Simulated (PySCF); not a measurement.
C2H6N, SMILES C=[NH+]C, charge +1.

The structure is a stationary point at B3LYP-D3(BJ)/def2-TZVP. The isomer is the one that the SMILES or the coordinates give; other isomers of the formula were not compared.

Computed with SMD-M06-2X/6-31G* in PySCF.

Solvation free energies are E(SMD) − E(gas) at the gas-phase geometry, for 1 M in both phases.

Q: Estimate the solvation free energies in water, acetone, benzene. (Estimate from the structure and the level; the computed values follow.)

A: 
| solvent | ΔG(solv) (kcal/mol) | its non-electrostatic (CDS) part |
|---|---|---|
| water | -66.4 | 3.7 |
| acetone | -67.0 | 0.5 |
| benzene | -39.8 | -0.3 |
